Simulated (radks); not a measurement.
The numbers below are computed, except where a source is named.
Task: These are the eigenvalues of the occupied orbitals of an atom or ion with whole-number occupations (eV). Code: a radial shooting solver on a logarithmic mesh with Libxc functionals. Model: scalar-relativistic Kohn-Sham, PBE, spin-polarised, spherical densities, point nucleus.

orbital  eigenvalue
1s up     -3956.413
1s down   -3956.383
2s up     -421.3433
2s down   -421.3120
2p up     -341.7128
2p down   -341.6829
3s up      -54.0066
3s down    -53.8891
3p up      -34.9118
3p down    -34.7593
4s up       -9.3390

Which element is it, and in what charge state? The configuration may be excited. Open shells, if any, are filled with parallel spins first.

Result: Z = 20, calcium, charge +1: Ca+ in [Ar] 4s1. The list shows which subshells hold electrons but not how many an open one holds; the 1s level, -145.4 hartree, gives Z - s = 17.1 by -(Z - s)^2/2, which with screening and relativity narrows Z to a few neighbours, and the depths of the outer levels then fix element, charge and occupations together.
